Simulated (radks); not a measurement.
Species: Ar7+. Configuration: [Ne] 3s1 (the NIST ground configuration).

Calculated with a radial shooting solver on a logarithmic mesh with Libxc functionals: scalar-relativistic Kohn-Sham, PBEsol, spin-polarised, spherical densities, finite nucleus; open shells are filled with parallel spins first; Fermi nuclear charge, rms radius 3.4274 fm.

Energy parts (Ry):
part                       energy
total                 -1025.15945
kinetic                1030.91989
electron-nucleus      -2328.82156
Hartree                 325.48097
exchange-correlation    -52.73876

Orbitals (lengths in bohr, moments of r in powers of bohr; r(max) is where P^2 peaks):
orbital  occ.  eigenvalue (Ry)   r(max)     <r^2>
1s up       1        -239.7629  0.05611  0.009898
1s down     1        -239.7317  0.05611  0.009899
2s up       1        -31.93901   0.3374    0.1998
2s down     1        -31.89459   0.3375    0.1992
2p up       3        -27.09866   0.2788    0.1710
2p down     3        -27.05616   0.2788    0.1703
3s up       1         -9.97767    1.055     1.506
3s down     0         -9.64280    1.047     1.490

The highest occupied level is 3s up at -135.75 eV. The spin density at the nucleus is 28.33 e/bohr^3 (1s 0.30, 2s -0.17, 3s 28.20). Spin moment in Bohr magnetons: 1. Summed over all electrons, <r^2> = 2.949 bohr^2, which gives a Langevin (diamagnetic) susceptibility term of -2.34 x 10^-6 cm^3/mol.
